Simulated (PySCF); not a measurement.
Si(Cl)2(I)(Me), CH3Cl2ISi, SMILES I[Si](Cl)(C)Cl, CAM-B3LYP/def2-SVP optimised geometry.

```
8

C     -0.80     0.60     0.00
Si    -0.16    -1.14     0.00
Cl     1.89    -1.14     0.00
Cl    -0.80    -2.12    -1.69
I     -0.96    -2.34     1.97
H     -0.44     1.14     0.89
H     -1.89     0.61    -0.01
H     -0.43     1.13    -0.90
```

Density from PySCF with CAM-B3LYP/def2-TZVP, def2 effective core potentials past Kr at that geometry. The core electrons that the potentials of I replace are not part of the density.

Minimum of the electron density along straight lines between bonded atoms, close to the bond critical point (lines longer than 1.1 times the sum of covalent radii, or with two minima, are not listed):

```csv
bond,length / Å,ρ at the minimum / e bohr⁻³,∇²ρ there / e bohr⁻⁵,position (fraction from the first atom)
C1–Si2,1.851,0.133,0.15,0.61
Si2–Cl3,2.057,0.102,0.20,0.36
Si2–Cl4,2.057,0.102,0.20,0.36
Si2–I5,2.445,0.086,-0.09,0.35
C1–H6,1.100,0.269,-0.90,0.65
C1–H7,1.100,0.269,-0.90,0.65
C1–H8,1.100,0.268,-0.89,0.64
```
